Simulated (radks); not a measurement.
Values are calculated unless marked as measured or tabulated.
Problem. Ne+, configuration [He] 2s1.5 2p5 3p0.5 (fractional occupations, a model configuration). Code: a radial shooting solver on a logarithmic mesh with Libxc functionals. Model: scalar-relativistic Kohn-Sham, BLYP, spin-polarised, spherical densities, finite nucleus; open shells are filled with parallel spins first; Fermi nuclear charge, rms radius 3.0055 fm. Some entries of the table are withheld. Estimate them.

orbital,occ.,eigenvalue (hartree),<r> (bohr),<1/r> (bohr^-1)
1s up,1,(1),0.1579,9.629
1s down,1,(2),0.1578,9.634
2s up,1,-2.35033,0.8437,1.732
2s down,0.5,-2.22493,0.8561,1.707
2p up,3,-1.49396,(3),1.598
2p down,2,-1.37189,(4),1.568
3p up,0.5,-0.23467,(5),0.3329

Solution. 
(1) 1s up eigenvalue (hartree): -31.75305
(2) 1s down eigenvalue (hartree): -31.69690
(3) 2p up <r> (bohr): 0.8400
(4) 2p down <r> (bohr): 0.8631
(5) 3p up <r> (bohr): 3.972
